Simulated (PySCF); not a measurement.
# Electronic absorption of C3H6Cl2OSi

C3H6Cl2OSi.
InChI=1S/C3H6Cl2OSi/c1-2(6-7)3(4)5/h3H,1H2,7H3

Theory: TDDFT CAM-B3LYP/def2-SVPD, vertical, gas phase, core orbitals frozen in the response in PySCF. The structure is a single PBE0-D3(BJ)/def2-SVP conformer in the gas phase; no vibrational or solvent corrections. Torsions of this conformer, `[CH2:1]=[C:2]([O:3][SiH3:4])[CH:5]([Cl:6])[Cl:7]`: C1–C2–O3–Si4 18°, C1–C2–C5–Cl6 -111°.

Question: What does the calculation give for the low-lying excited states?

Answer: 

```
state  E (eV)  ν̃ (cm⁻¹)       f  |μ| (D)   main configurations (H = HOMO, L = LUMO)
   S1    6.25      50420   0.137     2.41                                  H→L (92%)
   S2    6.53      52690   0.037     1.23                                H→L+1 (90%)
   S3    6.74      54380  0.0016     0.25                   H-1→L (52%), H-2→L (29%)
   S4    6.85      55250   0.029     1.06                   H-2→L (45%), H-1→L (28%)
   S5    7.03      56690  0.0092     0.59                   H→L+2 (53%), H→L+3 (31%)
   S6    7.27      58620   0.020     0.85       H→L+3 (37%), H→L+2 (27%), H→L+4 (9%)
   S7    7.39      59580  0.0043     0.39  H-3→L (23%), H-2→L+3 (15%), H-3→L+3 (14%)
   S8    7.52      60690   0.012     0.64               H-1→L+3 (26%), H-1→L+1 (21%)
   S9    7.60      61320  0.0032     0.33    H-4→L (30%), H-3→L (24%), H-2→L+3 (11%)
  S10    7.65      61670  0.0020     0.26                   H→L+5 (55%), H→L+6 (23%)
```

Triplets (Tamm–Dancoff): T1 4.06 eV, H→L (72%); T2 6.10 eV, H-1→L (43%), H-2→L (23%), H-3→L (11%); T3 6.15 eV, H-2→L (37%), H-1→L (24%); T4 6.33 eV, H→L+1 (78%).

The lowest singlet lies at 6.25 eV (198 nm, vacuum ultraviolet) and is of moderate strength; its leading configuration is HOMO→LUMO (92%). The lowest level is also the most intense of those listed (f = 0.137). Löwdin shares by element: HOMO carbon 62% or more, oxygen 21% (atoms not listed hold the other 17%); LUMO carbon 48%, chlorine 32% or more (atoms not listed hold the other 20%). The listed states span 1.40 eV, and the widest gap between neighbours is 0.28 eV (S1 to S2). Weighted by f, the mean energy of these states is 6.58 eV. Orbital energies (eV): HOMO-3 -10.72, HOMO-2 -10.23, HOMO-1 -10.12, HOMO -8.79, LUMO 0.33, LUMO+1 0.75, LUMO+2 1.06. No computed singlet lies in the visible range (380 to 750 nm); the lowest, at 198 nm, stands 2.99 eV above its violet end (3.26 eV). All these states lie below the vertical ionisation energy of 9.48 eV (ΔSCF). Singlets were solved by full linear response, triplets in the Tamm–Dancoff approximation.
